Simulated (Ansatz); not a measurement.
Basis-set series for H$_{7}$NO$_{2}$Si$_{2}$, SMILES `O[SiH2]N[SiH2]O`. The species carries charge 0 and has multiplicity 1. The geometry is a stationary point of PBE0-D4/def2-TZVP. It is a higher conformer; a search finds a lower one.

Cartesian coordinates in Å:
```
O 2.606 0.268 -0.360
Si 1.143 1.003 -0.528
N -0.172 -0.095 -0.691
Si -1.538 -0.346 0.327
O -1.613 -1.856 0.977
H 2.743 -0.284 0.412
H 1.318 1.810 -1.757
H 0.818 1.842 0.653
H -0.159 -0.655 -1.535
H -1.445 0.695 1.381
H -2.799 -0.253 -0.441
H -0.903 -2.127 1.561
```

```csv
functional,basis,functions,energy (Eh),HOMO (eV),LUMO (eV)
PBE0-D4,def2-SVP,113,-787.71919,-7.87,0.99
PBE0-D4,def2-QZVPP,521,-788.23299,-8.06,-0.16
ωB97M-V,def2-SVP,113,-788.06617,-10.19,2.70
ωB97M-V,def2-QZVPP,521,-788.58555,-10.42,1.04
```

Q: Give the rows for def2-TZVPP. (Estimate.)

A: Ansatz gave: 
```csv
functional,basis,functions,energy (Eh),HOMO (eV),LUMO (eV)
PBE0-D4,def2-TZVPP,275,-788.19962,-8.03,0.16
ωB97M-V,def2-TZVPP,275,-788.55447,-10.38,1.60
```

Positive LUMOs are unbound and depend on the basis.
